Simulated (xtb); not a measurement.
F2Mg, charge +1, doublet, geometry from GFN2-xTB (such geometries of metal compounds can be far from the true shape) (a state made from the parent by changing its charge; the spin is typed, not shown lowest); xtb with GFN-FF.

Input for xtb:
```
$ xtb mol.xyz --gfnff --chrg 1 --uhf 1 --json

# file mol.xyz
3

Mg     0.02084867    -0.00292335    -0.00700014
F     -0.22416534     1.32081815    -1.17235055
F      0.19636712    -1.31692035     1.18168407
```

It wrote (shortened):

```
   ID    Z sym.   atoms
    1   12 Mg     1
    2    9 F      2, 3

           -------------------------------------------------
          |                Calculation Setup                |
           -------------------------------------------------

          ==================== Thresholds ====================
          CN  :   150.00000
          rep :   500.00000
          disp:  2500.00000
          HB1 :   250.00000
          HB2 :   450.00000

          Pauling EN used:
          Z : 9  EN :  3.98
          Z :12  EN :  1.31
          electric field strengths (au): 0.000

           -------------------------------------------------
          |           Force Field Initialization            |
           -------------------------------------------------

          distances ...
          ----------------------------------------
          generating topology and atomic info file ...
          pair mat ...
          computing topology distances matrix with Floyd-Warshall algo ...
          making topology EEQ charges ...
          #fragments for EEQ constrain: 1
          ----------------------------------------
          generating topology and atomic info file ...
          pair mat ...
          computing topology distances matrix with Floyd-Warshall algo ...
          making topology EEQ charges ...
          #fragments for EEQ constrain: 1
          rings ...
          # BATM   0
          # H in HB   0
          doing iterative Hueckel for 2 subsystem(s) ...

  atom   neighbors  erfCN metchar sp-hybrid imet pi  qest     coordinates
    1  Mg      2    1.92   0.00         1    1    0   0.265    0.039398   -0.005524   -0.013228
    2  F       1    0.98   0.00         0    0    0   0.368   -0.423611    2.495985   -2.215421
    3  F       1    0.98   0.00         0    0    0   0.368    0.371080   -2.488619    2.233059

          #atoms :   3
          #bonds :   2
          #angl  :   1
          #tors  :   0
          #nmol  :   1
          #optfrag :   1
           -------------------------------------------------
          |                   G F N - F F                   |
          |          A general generic force-field          |
          |                  Version 1.0.3                  |
           -------------------------------------------------
          Number of HB bonds (bound hydrogen)     0
          Number of HB bonds (unbound hydrogen)   0
          Number of XB bonds                      0

         :::::::::::::::::::::::::::::::::::::::::::::::::::::
         ::                     SUMMARY                     ::
         :::::::::::::::::::::::::::::::::::::::::::::::::::::
         :: total energy               1.452119186384 Eh    ::
         :: gradient norm              0.033182194518 Eh/a0 ::
         ::.................................................::
         :: bond energy               -0.081756003041 Eh    ::
         :: angle energy               0.000001669185 Eh    ::
         :: torsion energy             0.000000000000 Eh    ::
         :: repulsion energy           0.004258200807 Eh    ::
         :: electrostat energy         1.529958984956 Eh    ::
         :: dispersion energy         -0.000343665524 Eh    ::
         :: HB energy                  0.000000000000 Eh    ::
         :: XB energy                  0.000000000000 Eh    ::
         :: bonded atm energy          0.000000000000 Eh    ::
         :: external energy            0.000000000000 Eh    ::
         :: add. restraining           0.000000000000 Eh    ::
         :: total charge               1.000000000000 e     ::
         :::::::::::::::::::::::::::::::::::::::::::::::::::::

           -------------------------------------------------
          |                Property Printout                |
           -------------------------------------------------

molecular dipole:
                 x           y           z       tot (Debye)
 q only:       -0.010       0.001       0.003       0.027

           -------------------------------------------------
          | TOTAL ENERGY                1.452119186384 Eh   |
          | GRADIENT NORM               0.033182194518 Eh/α |
           -------------------------------------------------
########################################################################
[WARNING] Runtime exception occurred
-1- gfnff_setup: Could not read topology file.
########################################################################

normal termination of xtb
```
